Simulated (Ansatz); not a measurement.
Two isomers of CH4S2Si: A = `SC1[SiH2]S1`, B = `S=C[SiH2]S`.

Isolated molecules relaxed with PBE0-D4/def2-TZVP in Ansatz; ΔE leaves out vibrations. CCSD(T)/CBS adds triple-zeta CCSD(T) − MP2 to the extrapolated MP2 energy (def2 sets, frozen cores). DFT in def2-TZVPP. B3LYP here is the variant with VWN-RPA as its local correlation; programs differ in this. Each species was taken in one conformer, which may not be the lowest.

Q: Which is lower in electronic energy at CCSD(T)/CBS, and by how much? (Best estimate.)

A: The calculation gave: B, by 3.9 kcal/mol.

Q: Give E(B) − E(A) in kcal/mol with B3LYP, LDA (SPW92), HF/def2-TZVPP, r2SCAN-D4, ωB97M-V, PBE0-D4, CCSD(T)/def2-TZVPP. (Estimate.)

A: The calculation gave: B3LYP -5.9, LDA (SPW92) 3.7, HF/def2-TZVPP -9.0, r2SCAN-D4 -1.1, ωB97M-V -2.5, PBE0-D4 0.3, CCSD(T)/def2-TZVPP -5.2. The order is the other way round with LDA (SPW92), PBE0-D4.

Q: Does the order hold for the free energy at 298.15 K (harmonic terms from PBE0-D4)? (Estimate.)

A: Computed: Yes: G(B) − G(A) = -6.2 kcal/mol, for one conformer each. Modes under 60 cm⁻¹, often nearly free rotors, make the harmonic entropy too high.

Largest T1 diagnostic: 0.014.

In def2-TZVPP, CCSD(T) changes the Hartree–Fock value by +3.8 kcal/mol (the triples alone add +0.2 kcal/mol) and MP2 by +6.8 kcal/mol. Leaving LDA and LC-ωPBE aside and taking each functional with its dispersion term where it has one, the values, not all of them listed here, spread over 6.7 kcal/mol, from BLYP-D4 to PBE0-D4. LDA lies +4.8 kcal/mol from PBE without D4.
